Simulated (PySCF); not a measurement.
**Structure from NMR data**

An unknown has the formula C3H3F3O. Its calculated NMR data are:

¹H NMR (300 MHz, computed): δ 2.99 (m, 1H), 2.79 (m, 1H), 2.70 (m, 1H).

¹³C{¹H} NMR (computed): δ 132.9, 47.9, 41.4.

Calculated, not measured (PySCF 2.14.0 with density-fitted response routines): GFN2-xTB geometry, σ from GIAO-PBE0/pcSseg-1. A single conformation, no solvent model, no relativistic terms, one averaged value for each set of equivalent atoms.

Scale: ¹H, ¹³C against TMS (reference shieldings calculated alike).

Which candidate is it?
A. O=CCC(F)(F)F
B. FC(F)(F)[C@@H]1CO1
C. C=COC(F)(F)F

## Answers

B. 

1. Rings plus π bonds: 1 (1 ring in the answer).
2. 3 carbon signals for 3 carbons: no two carbons are equivalent.
3. Carbon types of the structure: 1 × C, 1 × CH, 1 × CH2, which accounts for all hydrogens.
4. δC 132.9: CF3 carbon; 3 electronegative neighbours deshield it.
5. δC 47.9, 41.4: epoxide ring carbon; pulled downfield by the heteroatom.
6. δH 2.99, 2.79, 2.70: hydrogen on an epoxide ring carbon; its carbon carries O, which withdraws density.

The others: C=COC(F)(F)F has carbons computed at 150.4, 130.1, 103.7; O=CCC(F)(F)F would give 2 signals for carbon-bound and other non-exchanging H, not 3.

Splittings by ¹⁹F in the carbon and heteronuclear signals aren't shown, as no couplings were computed. Shifts are as computed. Against solution values, carbons near 30 ppm lie about +3 ppm off and those near 130 ppm about +5 ppm. Of 1211 compounds with measured shifts, 218 miss one by over three times the rms of a fit or turn the order of signals round; such compounds aren't used in these exercises. No couplings were computed; multiplicities are counted from neighbouring protons, with m where these are inequivalent, close in shift, in a saturated or five-membered ring or joined by F or P, and br s for small geminal =CH2 splittings.
